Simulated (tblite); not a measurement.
Compound: C7H10S.
SMILES with atom numbers: `[CH3:1][CH:2]([CH3:3])[c:4]1[cH:5][cH:6][cH:7][s:8]1` (hydrogens: H9, H10, H11 on C1; H12 on C2; H13, H14, H15 on C3; H16 on C5; H17 on C6; H18 on C7)

Computed with GFN2-xTB (tblite), gas phase: nudged elastic band of 9 images (0 to 8), spring 0.2 eV/Å², climbing image at the end, force threshold 0.05 eV/Å. No saddle search or frequency run followed, so the top image need not be a first-order saddle, and its height can exceed the method's true barrier by a kcal/mol or more.

Path: rotation about C4–C2 (substituted aromatic carbon, benzylic-type carbon), followed by the dihedral S8–C4–C2–C3, from 61° to -155°. Start geometry (image 0):
```
atom  x, y, z in Å
C1     -1.625   -0.795    1.092
C2     -1.041   -0.317   -0.239
C3     -1.756    0.950   -0.714
C4      0.427   -0.071   -0.106
C5      1.451   -0.691   -0.751
C6      2.726   -0.206   -0.376
C7      2.654    0.777    0.553
S8      1.029    1.133    0.990
H9     -1.119   -1.697    1.428
H10    -1.503   -0.026    1.852
H11    -2.686   -1.012    0.982
H12    -1.177   -1.105   -0.989
H13    -2.818    0.757   -0.845
H14    -1.344    1.288   -1.662
H15    -1.634    1.744    0.019
H16     1.304   -1.472   -1.476
H17     3.650   -0.576   -0.784
H18     3.452    1.324    1.015
```

The first guess turns that dihedral rigidly in even steps and adds one set of random displacements (0.04 Å standard deviation a coordinate) to every inner image. Energies of the images above image 0 (eV) in the early part of the optimisation:

| iteration | 1 | 2 | 3 | 4 | 5 | 6 | 7 | 8 |
| --- | --- | --- | --- | --- | --- | --- | --- | --- |
| 0 | 0.932 | 0.991 | 1.043 | 1.073 | 1.072 | 1.033 | 0.987 | 0.035 |
| 10 | 0.051 | 0.074 | 0.096 | 0.116 | 0.124 | 0.112 | 0.099 | 0.035 |
| 20 | 0.020 | 0.040 | 0.060 | 0.078 | 0.085 | 0.071 | 0.057 | 0.035 |

**Question.** Where does the band end, and how far was the first guess from it?

**Answer.** Final energies, images 1 to 8: 0.009, 0.027, 0.046, 0.064, 0.070, 0.057, 0.044, 0.035 eV. The highest point drops from 1.07 eV (image 4) to 0.070 eV (image 5), by 1.00 eV. Image 5 moved by 0.06 Å rms, its dihedral from 152° to 151°. The end images are fixed. The true force on the top image ends at 0.042 eV/Å, and the largest on any image at 0.05 eV/Å; away from the top, the method drives only the force across the path to zero. The last saved iteration is 40.

The cost below is that of the whole band run. Time: 2.4 s of wall time; peak memory 0.18 GiB. Hardware: Arm Neoverse V2, one thread, shared host with 96 logical CPUs at a one-minute load of 53.
